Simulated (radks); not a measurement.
Results of a calculation; reference values are marked as such.
Spherical quantum dot in the effective-mass picture: electrons in a parabolic well V = omega^2 r^2 / 2 with omega = 0.08, with a point charge +1 (a donor) at the centre, all in effective atomic units (hartree* = m*/eps^2 hartree, bohr* = eps/m* bohr), one dielectric constant everywhere. Level of theory: non-relativistic Kohn-Sham, PBE, spin-polarised, spherical densities (a radial shooting solver with Libxc functionals). Levels are named by radial order and angular momentum (1s, 1p, 1d, 2s, ...), and open shells are averaged over m. Results are scaled to m* = 0.163 and eps = 10.6, for which hartree* = 39.48 meV and bohr* = 3.441 nm.

N = 7, configuration 1s2 1p(up 3, down 1) 2s(up 1, down 0). This is the lowest configuration that the search found (a dilute case). Occupied levels:

level    occupation  eigenvalue (meV)  <r> (nm)
1s up             1            30.401     9.757
1s down           1            31.170     10.88
2s up             1            32.926     24.23
1p up             3            33.105     26.81
1p down           1            33.920     26.05

Energy (meV): total 95.7316, kinetic 31.429, external -40.279, Hartree 143.30, exchange-correlation -38.724.

Electron density:

r (nm)  n(r) (e/nm^3)
2.17         0.002526
4.59        0.0007276
7.02        0.0002478
9.44        0.0001023
11.9       0.00005544
14.3       0.00004173
16.7       0.00003932
19.1       0.00004009
21.5       0.00004038
24.0       0.00003840
26.4       0.00003372
28.8       0.00002701
31.2       0.00001946
33.6       0.00001244
36.1        7.075e-06
38.5        3.672e-06
40.9        1.732e-06
43.3        7.549e-07
45.7        2.997e-07
48.2        1.066e-07
